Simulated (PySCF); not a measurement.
# Correlation energy of Mo (molybdenum, neutral)

[Kr] 4d4 5s1 6s1, high-spin 7D determinant (an excited configuration). Computed with PySCF 2.14 in aug-cc-pwCVDZ-PP with ECP28MDF, with a scalar-relativistic core potential. Frozen: 4s2 4p6; 6 electrons correlated.

```tsv
level	correlation energy (mhartree)
CCSD	-63.10
(T)	-1.07
CCSD(T)	-64.17
```

Diagnostics: T1 = 0.012, D1 = 0.0413, largest double amplitude 0.068.

**Question.** Is a single reference adequate?

**Answer.** Yes, within this model without spin-orbit coupling: T1 lies below 0.03 and no double amplitude reaches 0.07.
